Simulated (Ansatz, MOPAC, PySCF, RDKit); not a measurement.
Dimer: CH4OSe (SMILES CO[SeH]) (first 7 atoms) with CH4 (SMILES C); geometry from B3LYP-D3(BJ)/def2-TZVP, rigid monomers moved along the line of their centres of mass till O2···H12 is 3.10 Å.
(charge 0, multiplicity 1):
```xyz
12

C      1.83533     0.80635     0.80194
O      0.43782     0.76897     0.52308
Se    -0.24135    -0.88503     0.22623
H      2.09296     0.17889     1.65841
H      2.06492     1.84780     1.03216
H      2.42250     0.48973    -0.06534
H      0.16879    -0.97807    -1.19632
C     -0.06756     0.04917     4.35350
H      0.18723    -0.93073     3.95061
H     -0.93235    -0.04395     5.00909
H      0.77734     0.43656     4.92197
H     -0.29951     0.72938     3.53567
```

Interaction energies are E(AB) − E(A) − E(B) at the monomers' geometry in the complex; basis-set methods are counterpoise corrected. Rows marked so take none. RDKit's UFF carries no charges.

Correlated levels freeze the cores. Filled d and f shells under p-block atoms count as core. Rows in 6-31G* carry no dispersion term and start afresh at each structure (6-31G* with six Cartesian d functions); the Pople sets are all-electron and without relativity. MP2/6-31G* freezes PySCF's default core, which leaves 3d correlated. The state reached by PM3 isn't checked.

The values were computed with Ansatz (Gaussian orbitals); MOPAC for PM3 (differences of heats of formation); PySCF for 6-31G* rows, the dispersion terms; RDKit for the force fields. 

```json
[
 {"level": "UFF", "interaction energy (meV)": "-47.3"},
 {"level": "PM3", "interaction energy (meV)": "-18.3"},
 {"level": "r2SCAN-D3(BJ)/def2-TZVPPD", "interaction energy (meV)": "-49.3"},
 {"level": "r2SCAN-D4/def2-TZVPPD", "interaction energy (meV)": "-46.9"},
 {"level": "B3LYP/6-31G* (no counterpoise)", "interaction energy (meV)": "-21.2"},
 {"level": "PBE0-D4/def2-TZVPPD", "interaction energy (meV)": "-54.9"},
 {"level": "MP2/6-31G*", "interaction energy (meV)": "-18.6"},
 {"level": "MP2/6-31G* (no counterpoise)", "interaction energy (meV)": "…"},
 {"level": "SCS-MP2/aug-cc-pVDZ", "interaction energy (meV)": "…"}
]
```

Task: Some entries are withheld; supply them.

Result: 
- MP2/6-31G* (no counterpoise), interaction energy (meV): -53.4
- SCS-MP2/aug-cc-pVDZ, interaction energy (meV): -31.8

Ansatz is a program for electronic structure.
